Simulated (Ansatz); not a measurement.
Ansatz (a program for electronic structure) input:
A basis named .json is the Basis Set Exchange file of that set.

Ansatz 0.2 input:
```yaml
crystal:
  periodic: [false, false, false]
  atoms:
    - {symbol: O, position_ang: [1.86930343, -1.31139426, 0.01399706]}
    - {symbol: Al, position_ang: [0.22875749, -0.91835939, 0.07183444]}
    - {symbol: O, position_ang: [-1.03999688, -2.01790211, 0.24642183]}
    - {symbol: Br, position_ang: [-0.31126448, 1.24958821, -0.09774329]}
    - {symbol: H, position_ang: [2.23232569, -2.19530784, 0.07493477]}
    - {symbol: H, position_ang: [-0.94636870, -2.96723659, 0.32888151]}
basis:
  gaussian:
    orbitals: def2-QZVPP.json
    fitting: {mean_field: def2-universal-jkfit, correlation: def2-QZVPP-RIFIT.json}
magnetization: {spin_polarized: false}
correlation: {method: mp2, electrons: outside_noble_gas}
```

Problem. What final total energy does it print?

Solution. -2966.34565 Eh (RI-MP2/def2-QZVPP). The basis has 333 functions.
